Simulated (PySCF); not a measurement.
This PySCF input asks for the NMR shieldings of SMILES CC1=C(C)P1(=S)C(F)(F)F, C5H6F3PS; the geometry comes from GFN2-xTB.

```python
import basis_set_exchange as bse
import numpy as np
from pyscf import gto, dft
from pyscf.prop import nmr

atoms = """
C     2.098455   -0.895907    0.013818
C     0.773665   -0.320138   -0.250602
C     0.079754    0.829674   -0.237711
C     0.192919    2.267613    0.040136
P    -0.905097   -0.539903   -0.899835
S    -1.617384   -0.934947   -2.653748
C    -1.943518   -1.170378    0.570241
F    -1.326373   -0.963210    1.738158
F    -2.179727   -2.477300    0.468160
F    -3.120347   -0.544074    0.624894
H     2.039574   -1.604058    0.840138
H     2.803244   -0.105592    0.266679
H     2.455026   -1.436058   -0.862668
H    -0.452015    2.538744    0.875810
H     1.223206    2.522443    0.283257
H    -0.128981    2.842035   -0.828138
"""
names = dict.fromkeys(["C", "P", "S", "F", "H"], "pcSseg-1")
basis = {el: gto.basis.parse(bse.get_basis(n, elements=[el], fmt="nwchem")) for el, n in names.items()}
mol = gto.M(atom=atoms, basis=basis, charge=0, verbose=0)
mf = dft.RKS(mol, xc="PBE0")
mf.grids.level = 2
mf.grids.alignment = dft.numint.BLKSIZE   # the property module wants whole blocks of grid points
mf.conv_tol = 1e-9
mf.kernel()

calc = nmr.RKS(mf)   # GIAO
C = mf.mo_coeff
Co = C[:, mf.mo_occ > 0]
resp = mf.gen_response(singlet=True, hermi=2)
def vind(x):   # induced exchange potential for any number of trial vectors
    d = np.einsum("pi,xij,qj->xpq", C, 2 * x.reshape(-1, C.shape[1], Co.shape[1]), Co, optimize=True)
    return np.einsum("xpq,pi,qj->xij", resp(d - d.transpose(0, 2, 1)), C, Co, optimize=True).ravel()
mo1, _ = nmr.rhf.solve_mo1(calc, with_cphf=vind)
sigma = calc.kernel(mo1)
for i, s in enumerate(sigma):   # ppm
    print("%2d %-2s %9.2f" % (i, mol.atom_pure_symbol(i), np.trace(s) / 3))
```

**Question.** What does it print?

**Answer.** 
```
 0 C     173.84
 1 C      25.86
 2 C      27.64
 3 C     173.97
 4 P     413.22
 5 S     823.83
 6 C      54.44
 7 F     247.41
 8 F     249.45
 9 F     249.08
10 H      29.48
11 H      29.13
12 H      29.27
13 H      29.50
14 H      29.14
15 H      29.26
```

These numbers come from an equivalent density-fitted implementation of the same equations, which agrees with the script to about 0.01 ppm for H and up to a few tenths of a ppm for heavy atoms, so last digits may differ.

**Question.** Turn these shieldings into chemical shifts. Shifts are taken against calculated references (same method and geometry level): TMS for 13C (σref 186.93), 1H (σref 31.72); H3PO4 for 31P (σref 318.38); CS2 for 33S (σref 503.73); 19F (σref 170.95) against CFCl3.

**Answer.** Averaging equivalent atoms: C 1/2: 160.2; C 6: 132.5; C 0/3: 13.0; P 4: -94.8; S 5: -320; F 7/8/9: -77.7; H 10/11/12/13/14/15: 2.42 ppm. Unscaled 19F shifts against computed CFCl3 carry errors that often reach 10 to 50 ppm. Experimental scales use liquid or dissolved standards, which lie at an offset from isolated H3PO4.

Size and cost of the density-fitted run: 214 basis functions, roughly 110 core-seconds.
